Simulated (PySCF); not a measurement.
## Unknowns

[PySCF: GFN2-xTB geometry; NMR shieldings at PBE0/pcSseg-1/GIAO; single conformer; one averaged value for each set of equivalent atoms; relativity neglected; isolated molecule]

δ = σ(ref) − σ, references computed at the same level: ¹H (σref 31.72), ¹³C (σref 186.93) against TMS. Splittings of carbon signals by F and P are missing where no couplings were computed. Where no couplings were computed, multiplicities follow the n + 1 count of equivalent neighbours, and m marks all less simple cases (inequivalent or close neighbours, rings, F or P nearby). Shifts are as computed. Against solution values, carbons near 30 ppm lie about +3 ppm off and those near 130 ppm about +5 ppm. Of 1211 compounds with measured shifts, 218 miss one by over three times the rms of a fit or turn the order of signals round; such compounds aren't used in these exercises.

Q: C7H3F3. ¹H NMR (400 MHz, computed): δ 6.74 (m, 1H), 3.46 (s, 1H), 3.04 (s, 1H). ¹³C{¹H} NMR (computed): δ 146.4, 132.3, 122.3, 102.6, 94.7, 83.9, 81.0. Identify the compound.

A: SMILES C#CC(C#C)=CC(F)(F)F. The formula gives 5 degrees of unsaturation (no ring in the answer). 7 carbon signals for 7 carbons: no two carbons are equivalent. Carbon types of the structure: 4 × C, 3 × CH, which accounts for all hydrogens. δC 146.4: alkene CH; the olefinic region. δC 122.3: fully substituted alkene carbon; as expected for a trigonal carbon in a double bond. δC 102.6, 94.7: terminal alkyne carbon; sp carbons lie upfield of alkene carbons because the cylindrical π system leaves one tensor component strongly shielded. δC 83.9, 81.0: alkyne carbon; sp carbons lie upfield of alkene carbons because the cylindrical π system leaves one tensor component strongly shielded.

The data come from this structure; uniqueness wasn't tested.

Q: C2H8OSi3. ¹H NMR (500 MHz, computed): δ 5.18 (s, 3H), 5.17 (s, 2H), 4.27 (s, 3H). ¹³C{¹H} NMR (computed): δ 119.8 (C), 111.7 (C). Identify the compound.

A: SMILES [SiH3]O[SiH2]C#C[SiH3]. Rings plus π bonds: 2 (no ring in the answer). 2 carbon signals for 2 carbons: no two carbons are equivalent. Carbon types of the structure: 2 × C, leaving 8 H on heteroatoms. δC 119.8, 111.7: alkyne carbon. δH 5.18: hydrogen on a silicon bonded to O. δH 5.17: hydrogen on a silicon bonded to C, O. δH 4.27: hydrogen on a silicon bonded to C.

The data come from this structure; uniqueness wasn't tested.
